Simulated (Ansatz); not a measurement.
`SB(Cl)Br` + CH₃OH → `COB(S)Br` + HCl at 400 K and 1 bar (ligand exchange at a B–Cl bond).

Computed with Ansatz on PBE0-D4/def2-TZVP structures; ΔE is electronic, products minus reactants. CCSD(T)/CBS adds triple-zeta CCSD(T) − MP2 to the extrapolated MP2 energy (def2 sets, frozen cores). This one scheme is used for every species. For Br outer-core shells are correlated without core-valence functions, which leaves a few kJ/mol of doubt a bond. Scalar relativity is left out up to krypton. One conformer a species, not always the lowest.

```
   species  CCSD(T)/CBS energy (Eh)  H − E (kJ/mol)  S (J/(mol·K))
`SB(Cl)Br`              -3456.37310            65.8          344.7
     CH₃OH               -115.61712           151.2          252.6
`COB(S)Br`              -3111.62868           182.9          384.5
       HCl               -460.38127            29.6          195.4
```

H − E and S are ideal-gas, rigid-rotor, harmonic terms from PBE0-D4/def2-TZVP, for one conformer and one mirror image of each species. 1 Eh = 2625.50 kJ/mol, R = 8.31446 J/(mol·K).

By hand: ΔE, ΔH, ΔS and ΔG.

ΔE = (-3111.62868) + (-460.38127) − (-3456.37310) − (-115.61712) = -0.01973 Eh = -51.8 kJ/mol. Δ(H − E) = 182.9 + 29.6 − 65.8 − 151.2 = -4.5, so ΔH = -56.3 kJ/mol. ΔS = 384.5 + 195.4 − 344.7 − 252.6 = -17.4 J/(mol·K). ΔG = -56.3 − 400 × (-17.4)/1000 = -49.3 kJ/mol.

By hand: the equilibrium constant, and the temperature at which ΔG would vanish if ΔH and ΔS stayed fixed.

log₁₀ K = −ΔG/(RT ln 10) = 6.4. ΔG = 0 at ΔH/ΔS = 3236 K, far beyond where these terms or the molecules hold.

ΔH outweighs TΔS. A doubt of 5 kJ/mol in ΔE shifts log₁₀ K by 0.7 here. Other conformers and mirror images would add mixing entropy, several J/(mol·K) or more a flexible species. These are equilibria of isolated gas molecules and say nothing of rates. Largest T1 diagnostic: 0.011 (customary marks: 0.02 for closed shells, 0.045 for open ones).
